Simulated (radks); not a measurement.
Fractional charge and spin in the 1s shell of beryllium: the spin-up occupation runs from 0 to 1 and the spin-down occupation from 0 to 1; the fullest corner is Be2+, 1s(up 1, down 1). Method: scalar-relativistic Kohn-Sham, LDA (Slater exchange, Perdew-Wang correlation), spin-polarised, spherical densities, finite nucleus; Fermi nuclear charge, rms radius of each element as measured or else 0.836 A^(1/3) + 0.57 fm; computed with a radial shooting solver on a logarithmic mesh with Libxc functionals. Energy (eV) above the fullest corner. The planes named below are the two flat planes that join the four corners, with an edge along up + down = one added electron.

down \ up        0      0.5        1
0          365.900  253.455  151.939
0.5        253.455  156.919   71.005
1          151.939   71.005    0.000

Corners above the fullest one (they belong to Be3+ and the next ion): (up 1, down 0) 151.94 eV, (up 0, down 1) 151.94 eV, (up 0, down 0) 365.90 eV. With half an added electron in each spin the energy lies 4.980 eV from the planes (fractional-spin error, the static-correlation error of a stretched bond), and with half an added electron in spin up alone -5.464 eV (fractional-charge error). For a frontier s shell over closed shells the exact functional lies on the planes.
